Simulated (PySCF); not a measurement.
Ga(OEt)(NH2)2, C₂H₉GaN₂O, SMILES [O](CC)[Ga]([NH2])[NH2] (GFN2-xTB optimised geometry):

```
15

Ga     0.567     0.419     0.000
O     -0.051    -1.189     0.329
C     -1.304    -1.824     0.420
C     -1.931    -2.040    -0.953
H     -1.130    -2.793     0.905
H     -1.991    -1.244     1.050
H     -1.266    -2.635    -1.575
H     -2.885    -2.553    -0.855
H     -2.089    -1.077    -1.438
N     -0.486     1.931     0.000
H     -1.455     1.851    -0.287
H     -0.104     2.793    -0.367
N      2.404     0.419     0.000
H      2.885     1.053    -0.628
H      2.809    -0.506    -0.098
```

Method: PySCF 2.14.0 with B3LYP/def2-TZVP.

Q: What are the frontier orbital energies and the dipole moment?

A: HOMO-2 -7.52 eV, HOMO-1 -7.05 eV, HOMO -6.77 eV, LUMO -0.49 eV, LUMO+1 0.56 eV; dipole moment 2.25 D.

On the same geometry PBE/def2-TZVP in PySCF gives HOMO-2 -6.21 eV, HOMO-1 -5.81 eV, HOMO -5.60 eV, LUMO -1.01 eV, LUMO+1 0.04 eV; dipole moment 2.12 D.

Meta-Löwdin charges at B3LYP/def2-TZVP: Ga1 0.83, O2 -0.59, C3 0.04, C4 -0.33, H5 0.10, H6 0.08, H7 0.11, H8 0.11, H9 0.10, N10 -0.69, H11 0.23, H12 0.23, N13 -0.68, H14 0.22, H15 0.23.
